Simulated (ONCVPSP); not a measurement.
Ne: one change to an ONCV potential, before and after

- Element: neon (Ne)
- Generator: ONCVPSP 4.0.1
- Type: optimised norm-conserving Vanderbilt (ONCV)
- Functional: PBE
- Relativity: scalar-relativistic
- Frozen core: [He]
- Valence charge: 8
- Reference configuration: 2s2 2p6
- Partial waves: 2s: rc 0.50 bohr, ncon 3, nbas 7, qcut 15.8 1/bohr, 1 projector; 2p: rc 0.75 bohr, ncon 3, nbas 7, qcut 10.5 1/bohr, 2 projectors, debl 0.7 Ha; d scattering state at 0.16 Ha: rc 0.75 bohr, ncon 4, nbas 8, qcut 11.8 1/bohr, 2 projectors, debl 1.2 Ha
- Local potential: polynomial inside 0.30 bohr (lpopt 1, dvloc0 3 Ha)
- Core correction: Teter function fitted to the true core (icmod 2), fcfact 0.6

All-electron outer shells of the reference configuration (PBE, scalar-relativistic, ld1.x):

```
shell  level (eV)  outermost node (bohr)  outermost maximum (bohr)
   1s     -830.80                      –                      0.10
   2s      -36.40                   0.22                      0.68
   2p      -13.33                      –                      0.62
```

Change: core none, valence charge 10; reference 1s2 2s2 2p6; waves now 1s+2s: rc 0.40 bohr, ncon 4, nbas 9, qcut 33 1/bohr, 2 projectors; 2p: rc 0.90 bohr, ncon 4, nbas 8, qcut 17.2 1/bohr, 2 projectors, debl 3.8 Ha; d scattering state at 0.12 Ha: rc 0.75 bohr, ncon 4, nbas 8, qcut 13.3 1/bohr, 2 projectors, debl 1 Ha; local potential polynomial inside 0.35 bohr (lpopt 5, dvloc0 0 Ha); core correction none.

Cutoffs: the cutoffs (Ha) at which the residual kinetic energy of the hardest occupied pseudo-wave falls to 1 and 0.1 mHa per electron; they do not see the model core or the augmentation charge, which bear on the density cutoff. Errors are all-electron minus pseudo energies relative to the spin-unpolarised reference configuration.

What does the change do?

The potential gets harder (238 Ha and 400 Ha → 437 Ha and 487 Ha); neither file shows a bound ghost. The added semicore shells are compact, so their waves need more plane waves. Several settings change at once here, so the effects cannot be laid on one of them.

```csv
quantity,base,changed
"cutoff, loose",238 Ha,437 Ha
"cutoff, tight",400 Ha,487 Ha
loose cutoff by channel,"s 72 Ha, p 238 Ha","s 437 Ha, p 90 Ha"
bound ghosts,none,none
GHOST(+) flags under 300 eV,none,none
"largest error over its own tests, meV",+181,+95
d: phases at 0.76 bohr within 0.05 rad from the reference energy up to (Ha; the scan ends near 5),to the end of the scan,to the end of the scan
```
